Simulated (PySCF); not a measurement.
**Ge: electron affinity**

Ge⁻ [Ar] 3d10 4s2 4p3 (4S) → Ge [Ar] 3d10 4s2 4p2 (3P), as a difference of total energies. Computed with PySCF 2.14 in aug-cc-pVQZ-PP with one added diffuse shell each of s, p, d, f, g type with ECP10MDF (8s7p6d4f3g, 114 functions), with a scalar-relativistic core potential. Correlated levels: valence: 3s2 3p6 3d10 frozen. The calculations carry no spin-orbit coupling.

```csv
method,electron affinity (eV)
UHF,0.834
LDA,1.531
PBE,1.412
PBE0,1.371
r2SCAN,1.482
revPBE,1.369
r2SCANh,1.467
PW91,1.449
MP2 (valence),1.322
SCS-MP2 (valence),1.153
```

Problem. How much does correlation contribute at MP2 (valence)?

Solution. 1.322 − (0.834) = 0.488 eV, measured against UHF.

The reference lies between the lowest fine-structure levels, while these numbers refer to the centres of the terms.

Errors of the correlated levels include the incompleteness of this basis and the frozen core.

In the anion the highest occupied orbital energy is positive at LDA, PBE, PBE0, r2SCAN, revPBE, r2SCANh, PW91, a self-interaction effect; the basis confines that electron, and the energy difference can still be sensible.

For comparison: 1.233 eV (measured; photodetachment measurements, as compiled on the Wikipedia data page of electron affinities).
